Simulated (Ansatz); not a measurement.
Isolated molecules relaxed with PBE0-D4/def2-TZVP in Ansatz; ΔE leaves out vibrations. CBS: MP2 limit from def2 TZ/QZ plus the TZ coupled-cluster correction, frozen cores. Functionals use def2-TZVPP. B3LYP here is the variant with VWN-RPA as its local correlation; programs differ in this. HSE06 is defined as in plane-wave codes. For Br, Ga, Se outer-core shells are correlated without core-valence functions, which leaves a few kJ/mol of doubt a bond. Scalar relativity is left out up to krypton. Each species was taken in one conformer, which may not be the lowest.

`[SiH3][SiH2][SeH]` + `[Cl][GaH][Br]` → `[SeH][SiH2]Br` + `[SiH3][GaH][Cl]`  (redistribution)

**Question.** Is it downhill or uphill in electronic energy at CCSD(T)/CBS, and by how much? (Best estimate.)

**Answer.** Ansatz gave: Uphill: ΔE = +17.7 kJ/mol.

**Question.** What do these levels give: PBE0-D4, B3LYP, HSE06, CCSD/def2-SVP, HF/def2-TZVPP, CCSD/def2-TZVPP? (Best estimate.)

**Answer.** Computed: PBE0-D4 21.5, B3LYP 18.8, HSE06 21.2, CCSD/def2-SVP 33.0, HF/def2-TZVPP 29.8, CCSD/def2-TZVPP 23.8 kJ/mol.

Largest T1 diagnostic among the species: 0.013.

From BLYP to BHLYP (50 % exact exchange), in def2-TZVPP and without D4, ΔE moves by +5.8 kJ/mol. In def2-TZVPP, CCSD(T) changes the Hartree–Fock value by −6.0 kJ/mol (the triples alone add −0.0 kJ/mol) and MP2 by −8.8 kJ/mol.
